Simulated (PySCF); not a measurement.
PySCF input file for N-methyl-N-silylmethanamine (C2H9NSi), SMILES N([SiH3])(C)C, TDDFT-PBE/def2-SVPD. Coordinates come from a B3LYP-D3(BJ)/def2-SVP optimisation.

```python
import numpy as np
from pyscf import gto, scf, dft, tdscf

mol = gto.M(
    atom='''
    Si    1.35450659    0.01101020    0.00000000
    N    -0.37764178   -0.14754356    0.00000000
    C    -1.14718995    0.02888190   -1.21482610
    H    -0.53114650   -0.18853911   -2.10123744
    H    -2.01181346   -0.66161935   -1.23367506
    H    -1.54930686    1.05794282   -1.32885792
    C    -1.14718997    0.02888190    1.21482609
    H    -2.01181347   -0.66161935    1.23367504
    H    -0.53114651   -0.18853911    2.10123743
    H    -1.54930687    1.05794282    1.32885791
    H     1.87506557    1.42077488    0.00000001
    H     1.87807389   -0.65213211   -1.22918515
    H     1.87807388   -0.65213211    1.22918516
    ''',
    basis='def2-SVPD',
    charge=0,
    spin=0,
    symmetry=True,
    max_memory=1600,
    verbose=4,
)
mf = dft.RKS(mol, xc='pbe').density_fit(auxbasis='def2-universal-jkfit')
mf.grids.level = 3
mf.conv_tol = 1e-9
mf.max_cycle = 100
mf.kernel()
mf.grids = dft.Grids(mol).set(level=1).build(with_non0tab=True)  # coarser grid for the response kernel
td = tdscf.TDDFT(mf)
td.singlet = True
td.nstates = 10
td.conv_tol = 1e-4
td.positive_eig_threshold = 1e-6
td.kernel(x0=td.get_init_guess(mf, 15))
td.analyze()
tt = tdscf.TDA(mf)
tt.singlet = False
tt.nstates = 4
tt.conv_tol = 1e-4
tt.positive_eig_threshold = 1e-6
tt.kernel(x0=tt.get_init_guess(mf, 9))
tt.analyze(verbose=3)
```

It prints:

```
PySCF version 2.14.0

[INPUT] verbose = 4
[INPUT] num. atoms = 13
[INPUT] num. electrons = 42
[INPUT] charge = 0
[INPUT] spin (= nelec alpha-beta = 2S) = 0
[INPUT] symmetry True subgroup None
[INPUT] Mole.unit = angstrom
[INPUT] Symbol           X                Y                Z      unit          X                Y                Z       unit  Magmom
[INPUT]  1 Si     1.354506590000   0.011010200000   0.000000000000 AA    2.559646489019   0.020806262577   0.000000000000 Bohr   0.0
[INPUT]  2 N     -0.377641780000  -0.147543560000   0.000000000000 AA   -0.713639537393  -0.278816919843   0.000000000000 Bohr   0.0
[INPUT]  3 C     -1.147189950000   0.028881900000  -1.214826100000 AA   -2.167874818353   0.054578880957  -2.295688617973 Bohr   0.0
[INPUT]  4 H     -0.531146500000  -0.188539110000  -2.101237440000 AA   -1.003721417021  -0.356287281669  -3.970763284282 Bohr   0.0
[INPUT]  5 H     -2.011813460000  -0.661619350000  -1.233675060000 AA   -3.801776453114  -1.250279370213  -2.331307990106 Bohr   0.0
[INPUT]  6 H     -1.549306860000   1.057942820000  -1.328857920000 AA   -2.927765648310   1.999222185250  -2.511177527259 Bohr   0.0
[INPUT]  7 C     -1.147189970000   0.028881900000   1.214826090000 AA   -2.167874856148   0.054578880957   2.295688599076 Bohr   0.0
[INPUT]  8 H     -2.011813470000  -0.661619350000   1.233675040000 AA   -3.801776472011  -1.250279370213   2.331307952312 Bohr   0.0
[INPUT]  9 H     -0.531146510000  -0.188539110000   2.101237430000 AA   -1.003721435919  -0.356287281669   3.970763265385 Bohr   0.0
[INPUT] 10 H     -1.549306870000   1.057942820000   1.328857910000 AA   -2.927765667207   1.999222185250   2.511177508362 Bohr   0.0
[INPUT] 11 H      1.875065570000   1.420774880000   0.000000010000 AA    3.543360392901   2.684875407862   0.000000018897 Bohr   0.0
[INPUT] 12 H      1.878073890000  -0.652132110000  -1.229185150000 AA    3.549045293797  -1.232351084935  -2.322823289882 Bohr   0.0
[INPUT] 13 H      1.878073880000  -0.652132110000   1.229185160000 AA    3.549045274899  -1.232351084935   2.322823308780 Bohr   0.0

nuclear repulsion = 179.101069083437
point group symmetry = Cs
symmetry origin: [-2.24967392e-09  2.69960876e-09 -3.59947831e-09]
symmetry axis x: [ 1.00000000e+00 -4.49048894e-10 -1.22839677e-09]
symmetry axis y: [-4.49048893e-10 -1.00000000e+00  3.50675003e-10]
symmetry axis z: [-1.22839677e-09 -3.50675192e-10 -1.00000000e+00]
num. orbitals of irrep A' = 89
num. orbitals of irrep A" = 67
number of shells = 70
number of NR pGTOs = 222
number of NR cGTOs = 156
basis = def2-SVPD
ecp = {}


[settings echo left out]
init E= -425.287495269714
HOMO (A') = -0.264373501680003  LUMO (A') = -0.0486302317667016  gap/eV = 5.87067
cycle= 1 E= -425.294869325763  delta_E= -0.00737  |g|= 0.421  |ddm|= 4.47
HOMO (A') = -0.098461481359565  LUMO (A') = 0.00533798313083933  gap/eV = 2.82453
cycle= 2 E= -425.171131847449  delta_E= 0.124  |g|= 0.821  |ddm|=  1.5
HOMO (A') = -0.19143937082787  LUMO (A') = -0.00989512420316885  gap/eV = 4.94007
cycle= 3 E= -425.341060291918  delta_E= -0.17  |g|= 0.123  |ddm|= 1.04
HOMO (A') = -0.184052056433596  LUMO (A') = -0.0127617600901959  gap/eV = 4.66105
cycle= 4 E= -425.344275707235  delta_E= -0.00322  |g|= 0.0433  |ddm|= 0.165
HOMO (A') = -0.185846203564842  LUMO (A') = -0.0133196850210551  gap/eV = 4.69469
cycle= 5 E= -425.344677389397  delta_E= -0.000402  |g|= 0.00752  |ddm|= 0.05
HOMO (A') = -0.185984846765389  LUMO (A') = -0.0132021196482879  gap/eV = 4.70166
cycle= 6 E= -425.344692082504  delta_E= -1.47e-05  |g|= 0.00141  |ddm|= 0.0128
HOMO (A') = -0.18602864601644  LUMO (A') = -0.013235245100776  gap/eV = 4.70195
cycle= 7 E= -425.344692676495  delta_E= -5.94e-07  |g|= 0.000235  |ddm|= 0.00308
HOMO (A') = -0.185998820016192  LUMO (A') = -0.0132148407468522  gap/eV = 4.70169
cycle= 8 E= -425.344692696319  delta_E= -1.98e-08  |g|= 5.35e-05  |ddm|= 0.000597
HOMO (A') = -0.186005478324005  LUMO (A') = -0.013219326127837  gap/eV = 4.70175
cycle= 9 E= -425.344692697279  delta_E= -9.6e-10  |g|= 1.04e-05  |ddm|= 0.000135
HOMO (A') = -0.186006768315822  LUMO (A') = -0.0132190949310802  gap/eV = 4.70179
Extra cycle  E= -425.344692697273  delta_E= 6.14e-12  |g|= 1.16e-05  |ddm|= 5.03e-05
converged SCF energy = -425.344692697273
tot grids = 44144
Overwritten attributes  positive_eig_threshold  of <class 'pyscf.tdscf.rks.CasidaTDDFT'>


******** <class 'pyscf.tdscf.rks.CasidaTDDFT'> for <class 'pyscf.df.df_jk.DFSymAdaptedRKS'> ********
nstates = 10 singlet
deg_eia_thresh = 1.000e-03
wfnsym = None
conv_tol = 0.0001
eigh lindep = 1e-12
eigh level_shift = 0
eigh max_cycle = 100


Excitation energies (eV)
[4.73542534 5.36670011 5.62601743 5.91903238 6.19615109 6.22006063
 6.94541554 7.12270501 7.30025557 7.83327865]

** Singlet excitation energies and oscillator strengths **
Excited State   1:   A'      4.73543 eV    261.82 nm  f=0.0082
      21 -> 22        0.70443
Excited State   2:   A'      5.36670 eV    231.03 nm  f=0.0321
      21 -> 23       -0.70211
Excited State   3:   A"      5.62602 eV    220.38 nm  f=0.0007
      21 -> 24       -0.70662
Excited State   4:   A'      5.91903 eV    209.47 nm  f=0.0052
      21 -> 25        0.69538
      21 -> 26       -0.12357
Excited State   5:   A"      6.19615 eV    200.10 nm  f=0.0000
      21 -> 27       -0.70659
Excited State   6:   A'      6.22006 eV    199.33 nm  f=0.0325
      21 -> 25        0.11732
      21 -> 26        0.68531
Excited State   7:   A'      6.94542 eV    178.51 nm  f=0.0921
      21 -> 28        0.69872
Excited State   8:   A'      7.12271 eV    174.07 nm  f=0.0366
      21 -> 29       -0.70158
Excited State   9:   A"      7.30026 eV    169.84 nm  f=0.0026
      21 -> 30        0.70617
Excited State  10:   A'      7.83328 eV    158.28 nm  f=0.0015
      19 -> 22        0.30632
      21 -> 31        0.59532
      21 -> 33        0.19436

** Transition electric dipole moments (AU) **
state          X           Y           Z        Dip. S.      Osc.
  1         0.1447     -0.2232     -0.0000      0.0708      0.0082
  2         0.2271      0.4384      0.0000      0.2438      0.0321
  3         0.0000      0.0000      0.0688      0.0047      0.0007
  4        -0.0851      0.1686     -0.0000      0.0357      0.0052
  5        -0.0000      0.0000      0.0029      0.0000      0.0000
  6        -0.4567     -0.0677     -0.0000      0.2132      0.0325
  7         0.7152     -0.1719      0.0000      0.5411      0.0921
  8         0.4388     -0.1311      0.0000      0.2097      0.0366
  9         0.0000      0.0000     -0.1198      0.0144      0.0026
 10         0.0839      0.0268      0.0000      0.0078      0.0015

** Transition velocity dipole moments (imaginary part, AU) **
state          X           Y           Z        Dip. S.      Osc.
  1         0.0261     -0.0444     -0.0000      0.0026      0.0101
  2         0.0464      0.0902      0.0000      0.0103      0.0348
  3        -0.0000     -0.0000      0.0135      0.0002      0.0006
  4        -0.0166      0.0362     -0.0000      0.0016      0.0049
  5        -0.0000     -0.0000     -0.0000      0.0000      0.0000
  6        -0.1041     -0.0162     -0.0000      0.0111      0.0324
  7         0.1795     -0.0387      0.0000      0.0337      0.0881
  8         0.1132     -0.0403      0.0000      0.0144      0.0368
  9        -0.0000     -0.0000     -0.0296      0.0009      0.0022
 10         0.0211     -0.0008      0.0000      0.0004      0.0010

** Transition magnetic dipole moments (imaginary part, AU) **
state          X           Y           Z
  1         0.0000     -0.0000      0.0778
  2        -0.0000      0.0000      0.3730
  3        -0.2155      0.2018     -0.0000
  4        -0.0000      0.0000      0.6515
  5         0.5368     -0.2396     -0.0000
  6        -0.0000      0.0000      0.2425
  7        -0.0000     -0.0000     -0.5844
  8         0.0000     -0.0000      0.4164
  9        -0.3228      0.1423      0.0000
 10         0.0000      0.0000      0.0064
Overwritten attributes  positive_eig_threshold  of <class 'pyscf.tdscf.rks.TDA'>


******** <class 'pyscf.tdscf.rks.TDA'> for <class 'pyscf.df.df_jk.DFSymAdaptedRKS'> ********
nstates = 4 triplet
deg_eia_thresh = 1.000e-03
wfnsym = None
conv_tol = 0.0001
eigh lindep = 1e-12
eigh level_shift = 0
eigh max_cycle = 100


Excitation energies (eV)
[4.58742896 5.1253153  5.50331023 5.77792185]

** Triplet excitation energies and oscillator strengths **
Excited State   1:   A'      4.58743 eV    270.27 nm  f=0.0000
Excited State   2:   A'      5.12532 eV    241.91 nm  f=0.0000
Excited State   3:   A"      5.50331 eV    225.29 nm  f=0.0000
Excited State   4:   A'      5.77792 eV    214.58 nm  f=0.0000
```

The calculation finished and met its thresholds.
